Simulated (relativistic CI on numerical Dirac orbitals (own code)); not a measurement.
## Level scheme of Ir⁶⁸⁺

Computed by Dirac-Coulomb-Breit CI, separate exchange-only KLI orbitals for each configuration, QED by a radiative potential, unscaled Slater integrals (own radial code, finite nucleus).

Configurations in the expansion (outside the closed core 1s2): 2s²2p⁵, 2s2p⁶, 2p⁶3s, 2s²2p⁴3s, 2p⁶3p, 2s²2p⁴3p, 2p⁶3d, 2s²2p⁴3d, 2s2p⁵3s, 2s2p⁵3p, 2s2p⁵3d, 2s²2p⁴4s, 2s²2p⁴4p, 2s²2p⁴4d, 2s²2p⁴4f, 2s²2p³3s². Levels of other configurations are missing.

The lowest level is 2s²2p⁵ ²P°3/2, with 100 % of that term; Hund's rules for 2s²2p⁵ give ²P° with J = 3/2, in agreement.

```
No.  Configuration  Term    J  E (10³ cm⁻¹)    %  Lifetime (s)       jj configuration (%)
  1         2s²2p⁵   ²P°  3/2           0.0  100                            2p3/2^3 (100)
  2         2s²2p⁵   ²P°  1/2       13479.9  100      2.38e-11        2p1/2 2p3/2^4 (100)
  3          2s2p⁶    ²S  1/2       17597.4  100      3.10e-14                   2s (100)
  4       2s²2p⁴3s    ⁴P  5/2       73954.1   68      2.11e-14           2p3/2^2 3s (100)
  5       2s²2p⁴3s    ²P  3/2       74048.4   56      3.52e-15           2p3/2^2 3s (100)
  6       2s²2p⁴3s    ²S  1/2       74512.6   65      7.06e-15           2p3/2^2 3s (100)
  7       2s²2p⁴3p   ⁴P°  3/2       75129.6   31      1.32e-12        2p3/2^2 3p1/2 (100)
  8       2s²2p⁴3p   ²D°  5/2       75143.8   37      4.52e-13        2p3/2^2 3p1/2 (100)
  9       2s²2p⁴3p   ²P°  1/2       75656.8   73      5.58e-13        2p3/2^2 3p1/2 (100)
 10       2s²2p⁴3p   ⁴D°  7/2       78921.5   68      3.38e-13        2p3/2^2 3p3/2 (100)
 11       2s²2p⁴3p   ²D°  5/2       78922.5   51      3.40e-13        2p3/2^2 3p3/2 (100)
 12       2s²2p⁴3p   ²P°  1/2       78930.6   51      3.47e-13        2p3/2^2 3p3/2 (100)
 13       2s²2p⁴3p   ²P°  3/2       79344.3   48      1.95e-13        2p3/2^2 3p3/2 (100)
 14       2s²2p⁴3p   ²P°  3/2       79565.7   70      3.63e-13        2p3/2^2 3p3/2 (100)
 15       2s²2p⁴3d    ⁴D  3/2       80166.2   32      3.24e-14        2p3/2^2 3d3/2 (100)
 16       2s²2p⁴3d    ⁴D  5/2       80185.1   34      9.85e-15         2p3/2^2 3d3/2 (99)
 17       2s²2p⁴3d    ²F  7/2       80188.2   38      5.87e-13        2p3/2^2 3d3/2 (100)
 18       2s²2p⁴3d    ⁴P  1/2       80216.6   51      2.31e-15         2p3/2^2 3d3/2 (99)
 19       2s²2p⁴3d    ²D  3/2       80712.9   70      6.12e-14         2p3/2^2 3d3/2 (98)
 20       2s²2p⁴3d    ²F  7/2       81042.6   50      3.18e-12        2p3/2^2 3d5/2 (100)
 21       2s²2p⁴3d    ⁴F  9/2       81047.0   68      6.36e-12        2p3/2^2 3d5/2 (100)
 22       2s²2p⁴3d    ²P  1/2       81167.9   62      1.08e-15         2p3/2^2 3d5/2 (99)
 23       2s²2p⁴3d    ²D  5/2       81375.1   52      5.14e-16         2p3/2^2 3d5/2 (99)
 24       2s²2p⁴3d    ²P  3/2       81384.4   48      4.21e-16         2p3/2^2 3d5/2 (98)
 25       2s²2p⁴3d    ²D  5/2       81691.8   70      7.83e-16         2p3/2^2 3d5/2 (99)
 26       2s²2p⁴3s    ⁴P  3/2       87504.1   87      3.71e-14     2p1/2 2p3/2^3 3s (100)
 27       2s²2p⁴3s    ²P  1/2       87587.4   66      3.92e-15     2p1/2 2p3/2^3 3s (100)
 28       2s²2p⁴3s    ²D  5/2       87667.9   68      1.93e-14     2p1/2 2p3/2^3 3s (100)
 29       2s²2p⁴3s    ²D  3/2       87723.0   66      4.61e-15     2p1/2 2p3/2^3 3s (100)
 30       2s²2p⁴3p   ⁴P°  1/2       88634.9   51      6.80e-12  2p1/2 2p3/2^3 3p1/2 (100)
 31       2s²2p⁴3p   ⁴D°  3/2       88686.9   54      1.16e-12  2p1/2 2p3/2^3 3p1/2 (100)
 32       2s²2p⁴3p   ²F°  5/2       88799.2   53      7.53e-13  2p1/2 2p3/2^3 3p1/2 (100)
 33       2s²2p⁴3p   ²P°  3/2       89169.9   47      5.52e-13  2p1/2 2p3/2^3 3p1/2 (100)
 34        2s2p⁵3s   ⁴P°  5/2       91022.4   98      6.40e-14         2s 2p3/2^3 3s (98)
 35        2s2p⁵3s   ²P°  3/2       91263.9   71      4.98e-15         2s 2p3/2^3 3s (99)
 36        2s2p⁵3s   ²P°  1/2       91810.8   84      4.30e-15         2s 2p3/2^3 3s (95)
 37        2s2p⁵3s   ²P°  3/2       91896.7   79      2.84e-14         2s 2p3/2^3 3s (98)
 38        2s2p⁵3p    ⁴P  3/2       92252.9   44      3.98e-15     2s 2p3/2^3 3p1/2 (100)
 39        2s2p⁵3p    ²D  5/2       92259.8   44      1.53e-15      2s 2p3/2^3 3p1/2 (99)
 40       2s²2p⁴3p   ⁴D°  5/2       92474.2   55      3.02e-13   2p1/2 2p3/2^3 3p3/2 (99)
 41       2s²2p⁴3p   ²D°  3/2       92522.2   53      2.32e-13  2p1/2 2p3/2^3 3p3/2 (100)
 42       2s²2p⁴3p   ²P°  1/2       92527.2   37      7.29e-14   2p1/2 2p3/2^3 3p3/2 (97)
 43       2s²2p⁴3p   ²F°  7/2       92606.3   68      2.57e-13  2p1/2 2p3/2^3 3p3/2 (100)
 44       2s²2p⁴3p   ²P°  3/2       92681.0   41      1.52e-13   2p1/2 2p3/2^3 3p3/2 (97)
 45       2s²2p⁴3p   ²D°  5/2       92716.5   68      2.09e-13  2p1/2 2p3/2^3 3p3/2 (100)
 46        2s2p⁵3p    ²P  1/2       92970.1   40      1.27e-15      2s 2p3/2^3 3p1/2 (98)
 47        2s2p⁵3p    ²D  3/2       92985.4   57      2.09e-15      2s 2p3/2^3 3p1/2 (99)
 48       2s²2p⁴3p   ²P°  1/2       93186.7   86      2.05e-13   2p1/2 2p3/2^3 3p3/2 (99)
 49       2s²2p⁴3d    ⁴D  1/2       93653.7   81      1.79e-14   2p1/2 2p3/2^3 3d3/2 (99)
 50       2s²2p⁴3d    ⁴F  3/2       93752.0   37      9.79e-15   2p1/2 2p3/2^3 3d3/2 (99)
 51       2s²2p⁴3d    ⁴F  5/2       93797.8   57      2.25e-15  2p1/2 2p3/2^3 3d3/2 (100)
 52       2s²2p⁴3d    ²G  7/2       93851.9   61      5.78e-13  2p1/2 2p3/2^3 3d3/2 (100)
 53       2s²2p⁴3d    ⁴P  1/2       94023.6   34      5.06e-16   2p1/2 2p3/2^3 3d3/2 (97)
 54       2s²2p⁴3d    ²F  5/2       94040.0   46      6.28e-16   2p1/2 2p3/2^3 3d3/2 (99)
 55       2s²2p⁴3d    ²P  3/2       94082.8   34      4.99e-16   2p1/2 2p3/2^3 3d3/2 (98)
 56       2s²2p⁴3d    ⁴D  7/2       94576.7   44      3.00e-12  2p1/2 2p3/2^3 3d5/2 (100)
 57       2s²2p⁴3d    ²F  5/2       94695.2   45      2.71e-12  2p1/2 2p3/2^3 3d5/2 (100)
 58       2s²2p⁴3d    ²P  3/2       94700.3   46      8.78e-15  2p1/2 2p3/2^3 3d5/2 (100)
 59       2s²2p⁴3d    ²G  9/2       94742.0   68      5.55e-12  2p1/2 2p3/2^3 3d5/2 (100)
 60       2s²2p⁴3d    ²D  5/2       94820.6   63      1.97e-12   2p1/2 2p3/2^3 3d5/2 (99)
 61       2s²2p⁴3d    ²F  7/2       94875.7   74      4.14e-12  2p1/2 2p3/2^3 3d5/2 (100)
 62       2s²2p⁴3d    ²D  3/2       95070.1   65      2.95e-16   2p1/2 2p3/2^3 3d5/2 (98)
 63       2s²2p⁴3d    ²P  1/2       95120.2   65      2.76e-16   2p1/2 2p3/2^3 3d5/2 (98)
 64        2s2p⁵3p    ⁴D  7/2       96017.8   99      5.78e-14      2s 2p3/2^3 3p3/2 (99)
 65        2s2p⁵3p    ²P  3/2       96084.5   57      2.46e-15     2s 2p3/2^3 3p3/2 (100)
 66        2s2p⁵3p    ⁴P  5/2       96139.7   57      3.74e-15     2s 2p3/2^3 3p3/2 (100)
 67        2s2p⁵3p    ²P  1/2       96326.0   46      1.77e-15     2s 2p3/2^3 3p3/2 (100)
 68        2s2p⁵3p    ²D  5/2       96786.8   69      2.91e-15     2s 2p3/2^3 3p3/2 (100)
 69        2s2p⁵3p    ²P  3/2       96846.8   52      4.63e-15     2s 2p3/2^3 3p3/2 (100)
 70        2s2p⁵3p    ²S  1/2       97107.9   55      1.59e-14      2s 2p3/2^3 3p3/2 (99)
```

Energies count from the lowest computed level; ° marks odd parity; lifetimes are radiative, by E1, M1, E2, M2 decay to levels of this space only. Filled j subshells are mostly left out of the jj labels.

The mean weight of the leading LS term, summed over parents, in these 70 levels is 60 %, and that of the leading jj configuration (from the same eigenvectors) 99 %, so jj coupling describes them better and the LS labels are nominal.

At this charge energies of transitions that change n are usually good to better than 1 %, and those within a shell (Δn = 0) to a few per cent.

LS names give the leading component of a level, which can be under half, so a name can repeat, a term be missing and a line seem to break the LS rules.
